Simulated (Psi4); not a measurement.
CH$_{3}$Cl, charge +1, doublet, at a GFN2-xTB geometry (a state made from the parent by changing its charge; the spin is typed, not shown lowest); R2SCAN/pcseg-1 (Psi4).

Here is a job for Psi4.
```
memory 2 GB

molecule {
1 2
C    -1.08267077   -0.02114820   -0.03195800
Cl    0.64065512    0.01251415    0.01891069
H    -1.42859924   -0.67442261   -0.85033520
H    -1.48611056   -0.40516877    0.91985068
H    -1.48040265    0.99374007   -0.19924927
}

set {
  basis pcseg-1
  reference uks
  d_convergence 1e-8
}

energy('r2scan')
print_variables()
```

Output, abridged:

```
   => Loading Basis Set <=

    Name: PCSEG-1
    Role: ORBITAL
    Keyword: BASIS

         ---------------------------------------------------------
                                   SCF
               by Justin Turney, Rob Parrish, Andy Simmonett
                          and Daniel G. A. Smith
                              UKS Reference
         ---------------------------------------------------------

  ==> Geometry <==

    Molecular point group: c1
    Full point group: C1

    Geometry (in Angstrom), charge = 1, multiplicity = 2:

       Center              X                  Y                   Z               Mass
    ------------   -----------------  -----------------  -----------------  -----------------
         C           -1.182314478265    -0.023094578031    -0.034899254752    12.000000000000
         CL           0.541011411735     0.010567771969     0.015969435248    34.968852682000
         H           -1.528242948265    -0.676368988031    -0.853276454752     1.007825032230
         H           -1.585754268265    -0.407115148031     0.916909425248     1.007825032230
         H           -1.580046358265     0.991793691969    -0.202190524752     1.007825032230

  Running in c1 symmetry.

  Rotational constants: A =      5.21186  B =      0.46733  C =      0.46733 [cm^-1]
  Rotational constants: A = 156247.53947  B =  14010.25963  C =  14010.25963 [MHz]
  Nuclear repulsion =   52.322724327994194

  Charge       = 1
  Multiplicity = 2
  Electrons    = 25
  Nalpha       = 13
  Nbeta        = 12

  ==> Algorithm <==

  SCF Algorithm Type is DF.
  DIIS enabled.
  MOM disabled.
  Fractional occupation disabled.
  Guess Type is SAD.
  Energy threshold   = 1.00e-06
  Density threshold  = 1.00e-08
  Integral threshold = 1.00e-12

  ==> Primary Basis <==

  Basis Set: PCSEG-1
    Blend: PCSEG-1
    Number of shells: 23
    Number of basis functions: 47
    Number of Cartesian functions: 49
    Spherical Harmonics?: true
    Max angular momentum: 2

  ==> DFT Potential <==

   => LibXC <=

    Version 7.1.2
    S. Lehtola, C. Steigemann, M. J. T. Oliveira, and M. A. L. Marques,  SoftwareX 7, 1–5 (2018) (10.1016/j.softx.2017.11.002)

   => Composite Functional: R2SCAN <=

    r2SCAN Meta-GGA XC Functional  (0.1021/acs.jpclett.0c02405)
    J. W. Furness, A. D. Kaplan, J. Ning, J. P. Perdew, J. Sun  J. Phys. Chem. Lett.  11, 8208–8215, 2020

    Deriv               =              1
    GGA                 =           TRUE
[...]
      Ntotal   =   25.0000041847 ; deviation = 4.185e-06

   @Spin Contamination Metric:   3.502950859E-03
   @S^2 Expected:                7.500000000E-01
   @S^2 Observed:                7.535029509E-01
   @S   Expected:                5.000000000E-01
   @S   Observed:                5.000000000E-01

    Orbital Energies [Eh]
    ---------------------

    Alpha Occupied:

[...]
      13A     -0.583968

    Alpha Virtual:

[...]
      47A      2.955122

    Beta Occupied:

[...]
    Beta Virtual:

[...]
    Final Occupation by Irrep:
              A
    DOCC [    12 ]
    SOCC [     1 ]
    NA   [    13 ]
    NB   [    12 ]

  @DF-UKS Final Energy:  -499.60370929026703

   => Energetics <=

    Nuclear Repulsion Energy =             52.3227243279941945
    One-Electron Energy =                -783.6908702285531945
    Two-Electron Energy =                 266.1394076588755979
    DFT Exchange-Correlation Energy =     -34.3749710485835678
    Empirical Dispersion Energy =           0.0000000000000000
    VV10 Nonlocal Energy =                  0.0000000000000000
    Total Energy =                       -499.6037092902670338

  UHF NO Occupations:
  HONO-2 :   11  A 1.9996539
  HONO-1 :   12  A 1.9989496
  HONO-0 :   13  A 1.0000000
  LUNO+0 :   14  A 0.0010504
  LUNO+1 :   15  A 0.0003461
  LUNO+2 :   16  A 0.0001982
  LUNO+3 :   17  A 0.0001080

Computation Completed

Properties will be evaluated at   0.000000,   0.000000,   0.000000 [a0]

Properties computed using the SCF density matrix

 Multipole Moments:

 ------------------------------------------------------------------------------------
     Multipole            Electronic (a.u.)      Nuclear  (a.u.)        Total (a.u.)
 ------------------------------------------------------------------------------------

 L = 1.  Multiply by 2.5417464519 to convert [e a0] to [Debye]
 Dipole X            :          3.9475970           -4.8957823           -0.9481853
 Dipole Y            :          0.1241735           -0.0956311            0.0285424
 Dipole Z            :          0.1755799           -0.1445124            0.0310675
 Magnitude           :                                                    0.9491234

 ------------------------------------------------------------------------------------

  Variable Map:
  ----------------------------------------------------------------------------
[...]
  Array Variable Map:
  ----------------------------------------------------------------------------
[...]
[...]
```
